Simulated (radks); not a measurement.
Values are calculated unless marked as measured or tabulated.
O II, 7 electrons, occupied as [He] 2s2 2p3 (the NIST ground configuration). Level of theory: non-relativistic Kohn-Sham, TPSS, spin-unpolarised, spherical densities, point nucleus; meta-GGA in the generalised Kohn-Sham scheme (a radial shooting solver on a logarithmic mesh with Libxc functionals).

Radial electron density D(r) = 4 pi r^2 rho(r):

r (bohr),D(r) (e/bohr)
0.007726,0.2081
0.009513,0.3066
0.01162,0.4423
0.01431,0.6423
0.01761,0.9236
0.02169,1.312
0.02649,1.813
0.03261,2.493
0.04015,3.352
0.04943,4.385
0.06086,5.547
0.07434,6.690
0.09153,7.741
0.1127,8.432
0.1387,8.538
0.1695,7.965
0.2086,6.733
0.2569,5.171
0.3163,3.790
0.3894,3.057
0.4756,3.122
0.5856,3.730
0.721,4.322
0.8877,4.372
1.084,3.780
1.335,2.704
1.644,1.557
2.024,0.7045
2.491,0.2478
3.043,0.06930
3.747,0.01302

D(r) has 2 maxima, at r = 0.129, 0.813 bohr, and minima at 0.422 bohr, inside which lie 2.18 electrons.
